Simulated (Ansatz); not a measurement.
Reaction (homolysis of the Si–Si bond): `N[SiH2][SiH2]S` → `N[SiH2]`• + `[SiH2]S`•

Computed with Ansatz on PBE0-D4/def2-TZVP structures; ΔE is electronic, products minus reactants. CCSD(T)/CBS is the MP2 limit (def2-TZVPP, def2-QZVPP) plus CCSD(T) − MP2 in def2-TZVPP, frozen cores. DFT in def2-TZVPP. B3LYP here is the variant with VWN-RPA as its local correlation; programs differ in this. Open shells (•) are unrestricted, without spin–orbit coupling. One conformer a species, not always the lowest.

CCSD(T)/CBS gives +3.33 eV.

Question: Another level gave +3.16 eV. Which?
A. ωB97X-V/def2-TZVPP
B. r2SCAN/def2-TZVPP
C. B3LYP-D4/def2-TZVPP
D. CCSD/def2-TZVPP

Answer: D. CCSD/def2-TZVPP 3.16, B3LYP-D4 3.08, r2SCAN 2.96, ωB97X-V 3.34 eV.

Largest T1 diagnostic among the species: 0.016.

From BLYP to BHLYP (50 % exact exchange), in def2-TZVPP and without D4, ΔE moves by +0.28 eV. At CCSD(T), def2-SVP lies −0.27 eV from the extrapolated value and def2-TZVPP −0.12 eV: correlation converges slowly with the basis, and small sets miss more of it in the bonded molecule than in its fragments.

CCSD(T)/CBS has its own doubt, a few kJ/mol and more with outer-core shells, so smaller differences from it don't rank the levels.
